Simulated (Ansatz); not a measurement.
`[CH3][Al]([CH3])[TeH]`. The species carries charge 0 and has multiplicity 1. Te takes the def2 core potential.

```xyz
11

C    -0.8668    1.2908   -0.6758
Al    0.3124   -0.1281   -0.0440
C    -0.1955   -1.4201    1.3266
Te    2.6457   -0.3667   -1.0250
H    -1.2514    1.8772    0.1650
H    -1.7366    0.8622   -1.1853
H    -0.3759    1.9747   -1.3706
H    -1.1073   -1.9525    1.0364
H    -0.4165   -0.9109    2.2707
H     0.5792   -2.1643    1.5227
H     2.4128    0.9377   -2.0208
```

(1) What are the harmonic wavenumbers in cm⁻¹ at PBE0-D4/def2-TZVP (Ansatz, finite differences of forces, unscaled)? (An estimate is asked.)

Answers

(1) Ansatz gave: 14, 40, 117, 141, 168, 226, 299, 480, 588, 593, 613, 668, 720, 743, 1215, 1219, 1434, 1435, 1440, 1447, 2153, 3035, 3037, 3108, 3109, 3134, 3139.
